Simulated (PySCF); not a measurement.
A structure optimised at PBE-D3(BJ)/def2-SVP, used in a PySCF frequency run:

```
C
H 1 1.1037
C 1 1.5064 2 115.99
O 3 1.4008 1 115.28 2 141.86
H 4 0.9750 3 107.70 1 141.92
H 3 1.1088 4 115.06 5 -76.96
C 3 1.5066 6 117.48 4 -149.97
H 7 1.1018 3 118.80 6 0.54
H 7 1.1027 8 114.72 3 -145.42
Si 1 1.8854 2 115.12 3 144.96
H 10 1.5032 1 111.13 2 159.57
H 10 1.5041 11 109.42 9 -134.07
H 10 1.5076 11 107.96 12 -117.11
```

Problem. Write its SMILES and formula.

Solution. O[C@H]1C[C@H]1[SiH3], C₃H₈OSi

Problem. What are its rotational constants (standard atomic weights)?

Solution. 6.2520, 2.9729, 2.3495 GHz
